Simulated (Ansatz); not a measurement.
One change: `CNB(C)Cl` becomes `CB(Cl)CN`.

Ansatz, PBE0-D4/def2-TZVP geometries, multiplicity 1. Each molecule was computed in one conformer, which needn't be the lowest.

| property | `CNB(C)Cl` |
| --- | --- |
| HOMO energy (ωB97M-V/def2-TZVPP) / eV | -9.95 |
| HOMO energy (PBE/def2-TZVPP) / eV | -6.33 |
| HOMO energy (B3LYP/def2-TZVPP) / eV | -7.43 |
| HOMO energy (PBE0/def2-TZVPP) / eV | -7.65 |
| LUMO energy (PBE0/def2-TZVPP) / eV | 0.75 |
| size of the dipole moment (ωB97M-V/def2-TZVPP) / D | 2.61 |

Problem. Give the same properties after the change, and the shifts. (Estimate.)

Solution. Ansatz gave: 
| property | `CB(Cl)CN` | shift |
| --- | --- | --- |
| HOMO energy (ωB97M-V/def2-TZVPP) / eV | -9.26 | 0.69 |
| HOMO energy (PBE/def2-TZVPP) / eV | -5.36 | 0.97 |
| HOMO energy (B3LYP/def2-TZVPP) / eV | -6.61 | 0.82 |
| HOMO energy (PBE0/def2-TZVPP) / eV | -6.85 | 0.80 |
| LUMO energy (PBE0/def2-TZVPP) / eV | -0.68 | -1.43 |
| size of the dipole moment (ωB97M-V/def2-TZVPP) / D | 1.87 | -0.74 |

With PBE0 the HOMO rises by 0.80 eV and the LUMO falls by 1.43 eV, so the gap narrows by about 2.23 eV. PBE moves the HOMO by 0.97 eV and ωB97M-V by 0.69 eV. Dipoles are sizes alone; their direction can turn.

B3LYP here is the variant with VWN-RPA as its local correlation; programs differ in this.
